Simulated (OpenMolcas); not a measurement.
V2+: moving the ligands

V2+ with 6 ligands (chloride) in octahedral coordination (Oh) at 2.55 Å. A charge of +0.667 e stands 2.6 Å behind each ligand. Ligand basis ANO-RCC-VDZP.

```yaml
Program: OpenMolcas
Method: CASSCF
Basis: ANO-RCC-VDZP [5s4p2d1f]
Scalar_Hamiltonian: DKH2, point nucleus
Active_space: 3 electrons in 5 orbitals (3d)
State_averaging: 2S+1 = 4 even, 10 roots; 2S+1 = 2 even, 40 roots
Spin-orbit_coupling: RASSI with atomic mean-field integrals over the reference wave functions
```

Runs around this geometry, states (labels of O, the rotations of Oh). Energies in cm-1 above the lowest state or level, χT in cm3 K/mol; 10Dq and B are least-squares fits to the states below 45000 cm-1, weighted by degeneracy, with a free offset, and given where the rms deviation is under 5 % of |10Dq| (or 100 cm-1) and under 700 cm-1.

```csv
R (Å),Ground state,First state of that spin,10Dq,B (rms of fit),First gap with spin-orbit (degeneracies),χT at 300 K,First state of another spin
2.43,4A2,4T2 7721,7796,879 (83),"7654 (4, 2)",1.848,2E 15905
2.55,4A2,4T2 5714,5815,899 (79),"5648 (4, 2)",1.836,2E 15947
2.69,4A2,4T2 4030,4130,915 (78),"3967 (4, 2)",1.816,2E 15908
```

Taking |10Dq| as R^-n, n = -ln(4130 / 7796) / ln(2.69 / 2.43) = 6.3 between the shortest and longest distance. The point-charge formula for a cubic d site gives n = 5.

Without dynamic correlation the repulsion within the d shell is too large (B by tens of per cent), so at a given field states of lower spin stand too high. Ligand-to-metal charge-transfer states are missing. With no ligand orbital active B as a rule stays too high, so bands that hang on it stand too high and its fall with covalency is understated. With metal d orbitals alone and no dynamic correlation the field as a rule comes out too small, by tens of per cent, by up to half for chloride and softer ligands. No measured value stands beside these numbers; the geometry is a model, was not optimised and need not be the one that this ion takes.
